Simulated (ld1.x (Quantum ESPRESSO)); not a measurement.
**u(r) = r·R(r): atom against pseudo-atom (carbon)**

Columns: radius, all-electron u(r) and pseudo u(r) of the 2s shell (level -13.65 eV) of carbon in the configuration [He] 2s2 2p2; PBEsol, scalar-relativistic, TM scheme, ld1.x (Quantum ESPRESSO) 7.5.

| r (bohr) | all-electron | pseudo |
| --- | --- | --- |
| 0.095 | 0.3248 | -0.0640 |
| 0.190 | 0.3225 | -0.1296 |
| 0.285 | 0.1819 | -0.1984 |
| 0.380 | -0.0049 | -0.2719 |
| 0.475 | -0.1928 | -0.3510 |
| 0.570 | -0.3613 | -0.4353 |
| 0.665 | -0.5026 | -0.5225 |
| 0.760 | -0.6149 | -0.6080 |
| 0.855 | -0.6992 | -0.6853 |
| 0.950 | -0.7582 | -0.7476 |
| 1.045 | -0.7953 | -0.7904 |
| 1.140 | -0.8142 | -0.8129 |
| 1.235 | -0.8181 | -0.8180 |
| 1.330 | -0.8103 | -0.8103 |
| 1.425 | -0.7933 | -0.7933 |
| 1.520 | -0.7695 | -0.7695 |
| 1.615 | -0.7406 | -0.7406 |
| 1.710 | -0.7082 | -0.7082 |
| 1.805 | -0.6736 | -0.6736 |
| 1.900 | -0.6377 | -0.6377 |
| 1.995 | -0.6013 | -0.6013 |
| 2.090 | -0.5650 | -0.5650 |
| 2.185 | -0.5294 | -0.5294 |
| 2.280 | -0.4947 | -0.4947 |
| 2.375 | -0.4612 | -0.4612 |
| 2.470 | -0.4290 | -0.4290 |

**Question.** How many radial nodes do the two functions have?

**Answer.** The all-electron 2s function has n − l − 1 = 1; the pseudo-wave has 0, since the states of the same l below it are removed with the core.

**Question.** At about which radius was the pseudo-wave matched?

**Answer.** 1.35 bohr. The columns agree to 0.0005 from 1.24 bohr on; several derivatives are matched, so the curves merge somewhat inside the radius.

**Question.** Is the pseudo-wave norm-conserving?

**Answer.** Yes: the TM scheme keeps the norm inside the radius equal to the all-electron one, which fixes the energy derivative of the logarithmic derivative at the level.
